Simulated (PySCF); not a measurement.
SeF₄, SMILES F[Se](F)(F)F. Atoms are numbered in the order given.

```xyz
5

Se     0.0000     0.0000     0.3264
F      1.1538     1.1538    -0.3083
F      1.1538    -1.1538    -0.3083
F     -1.1538    -1.1538    -0.3083
F     -1.1538     1.1538    -0.3083
```
Charge 0, spin multiplicity 1.

The structure is a stationary point at PBE0-D3(BJ)/def2-SVP. The geometry has at least one imaginary mode, so it is a saddle point at that level. The isomer is the one that the SMILES or the coordinates give; other isomers of the formula were not compared.

Computed with TDA-PBE/def2-SVPD in PySCF.

Vertical excitations; the highest root listed may be one member of a degenerate set. Gas-phase values at a fixed geometry. State labels are in the subgroup C2v.

| state | symmetry | energy (eV) | λ (nm) | f | main pairs |
|---|---|---|---|---|---|
| S1 | A2 | 5.84 | 212 | 0.000 | HOMO−1→LUMO 100 % |
| S2 | A1 | 6.03 | 206 | 0.031 | HOMO→LUMO 98 % |
| S3 | B1 | 6.83 | 181 | 0.005 | HOMO−4→LUMO (degenerate set) |
| S4 | B2 | 6.83 | 181 | 0.005 | HOMO−3→LUMO (degenerate set) |
| S5 | A2 | 7.05 | 176 | 0.000 | HOMO−2→LUMO 85 % |
| S6 | B1 | 7.49 | 165 | 0.000 | HOMO−1→LUMO+2, HOMO−6→LUMO (degenerate set) |
| S7 | B2 | 7.49 | 165 | 0.000 | HOMO−1→LUMO+1, HOMO−5→LUMO (degenerate set) |
| S8 | B1 | 7.67 | 162 | 0.000 | HOMO−6→LUMO, HOMO→LUMO+1 (degenerate set) |
| S9 | B2 | 7.67 | 162 | 0.000 | HOMO−5→LUMO, HOMO→LUMO+2 (degenerate set) |
| S10 | A2 | 8.13 | 152 | 0.000 | HOMO−7→LUMO 46 %, HOMO−3→LUMO+1 26 %, HOMO−4→LUMO+2 26 % |
| T1 | A1 | 5.40 | 230 | 0 | HOMO→LUMO 100 % |
| T2 | A2 | 5.48 | 226 | 0 | HOMO−1→LUMO 100 % |
| T3 | A2 | 6.19 | 200 | 0 | HOMO−2→LUMO 98 % |
| T4 | B1 | 6.30 | 197 | 0 | HOMO−4→LUMO 98 % |
Triplets are in the Tamm–Dancoff approximation.
